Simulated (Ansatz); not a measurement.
C₂₂F₁₄⁺, that is perfluoropentacene with one electron fewer. Charge 1, multiplicity 2. Geometry r2SCAN-D4/def2-SVP; atoms count from 1.

```xyz
36

F    -6.526    0.014   -3.533
C    -5.579    0.291   -2.670
C    -5.843    1.223   -1.642
F    -7.027    1.782   -1.583
C    -4.866    1.542   -0.709
F    -5.168    2.417    0.227
C    -3.583    0.935   -0.773
C    -2.562    1.230    0.154
F    -2.818    2.100    1.107
C    -1.286    0.632    0.096
C    -0.263    0.927    1.023
F    -0.509    1.794    1.979
C     1.013    0.328    0.964
C     2.037    0.621    1.889
F     1.800    1.488    2.850
C     3.311    0.022    1.829
C     4.337    0.323    2.764
F     4.147    1.183    3.742
C     5.579   -0.290    2.669
F     6.526   -0.013    3.532
C     5.843   -1.222    1.641
F     7.028   -1.781    1.582
C     4.866   -1.541    0.709
F     5.168   -2.416   -0.228
C     3.583   -0.935    0.773
C     2.562   -1.231   -0.153
F     2.818   -2.100   -1.107
C     1.286   -0.633   -0.096
C     0.263   -0.928   -1.023
F     0.509   -1.795   -1.979
C    -1.014   -0.328   -0.963
C    -2.037   -0.622   -1.889
F    -1.800   -1.489   -2.850
C    -3.311   -0.022   -1.829
C    -4.337   -0.322   -2.765
F    -4.147   -1.183   -3.743
```

Single mean-field runs in def2-SVP are fitted with def2-universal-jkfit.

Estimate the Mulliken populations from the PBE0/def2-SVP orbitals of Ansatz.


```
atom  charge (e)  spin (α − β)
  F1       -0.12          0.00
  C2        0.20          0.02
  C3        0.20          0.02
  F4       -0.12          0.00
  C5        0.25          0.07
  F6       -0.13          0.01
  C7       -0.11         -0.04
  C8        0.31          0.15
  F9       -0.13          0.02
 C10       -0.12         -0.08
 C11        0.33          0.19
 F12       -0.12          0.02
 C13       -0.12         -0.08
 C14        0.31          0.15
 F15       -0.13          0.02
 C16       -0.11         -0.04
 C17        0.25          0.07
 F18       -0.13          0.01
 C19        0.20          0.02
 F20       -0.12          0.00
 C21        0.20          0.02
 F22       -0.12          0.00
 C23        0.25          0.07
 F24       -0.13          0.01
 C25       -0.11         -0.04
 C26        0.31          0.15
 F27       -0.13          0.02
 C28       -0.12         -0.08
 C29        0.33          0.19
 F30       -0.12          0.02
 C31       -0.12         -0.08
 C32        0.31          0.15
 F33       -0.13          0.02
 C34       -0.11         -0.04
 C35        0.25          0.07
 F36       -0.13          0.01
```
Mulliken values depend strongly on the basis.

Where does the spin sit?

Summed by element: F 0.14, C 0.86, of 1 unpaired in all. Largest on single atoms: C11 0.19, C29 0.19, C14 0.15.

And the Mayer bond orders between heavy atoms (over 0.3)?

F1–C2 1.17 (1.31 Å); C2–C3 1.19 (1.41 Å); C2–C35 1.33 (1.39 Å); C3–F4 1.17 (1.31 Å); C3–C5 1.33 (1.39 Å); C5–F6 1.19 (1.32 Å); C5–C7 1.18 (1.42 Å); C7–C8 1.28 (1.41 Å); C7–C34 1.21 (1.45 Å); C8–F9 1.23 (1.32 Å); C8–C10 1.25 (1.41 Å); C10–C11 1.24 (1.41 Å); C10–C31 1.18 (1.46 Å); C11–F12 1.24 (1.31 Å); C11–C13 1.24 (1.41 Å); C13–C14 1.25 (1.41 Å); C13–C28 1.18 (1.46 Å); C14–F15 1.23 (1.32 Å); C14–C16 1.28 (1.41 Å); C16–C17 1.18 (1.42 Å); C16–C25 1.21 (1.45 Å); C17–F18 1.19 (1.32 Å); C17–C19 1.33 (1.39 Å); C19–F20 1.17 (1.31 Å); C19–C21 1.19 (1.41 Å); C21–F22 1.17 (1.31 Å); C21–C23 1.33 (1.39 Å); C23–F24 1.19 (1.32 Å); C23–C25 1.18 (1.42 Å); C25–C26 1.28 (1.41 Å); C26–F27 1.23 (1.32 Å); C26–C28 1.25 (1.41 Å); C28–C29 1.24 (1.41 Å); C29–F30 1.24 (1.31 Å); C29–C31 1.24 (1.41 Å); C31–C32 1.25 (1.41 Å); C32–F33 1.23 (1.32 Å); C32–C34 1.28 (1.41 Å); C34–C35 1.18 (1.42 Å); C35–F36 1.19 (1.32 Å).
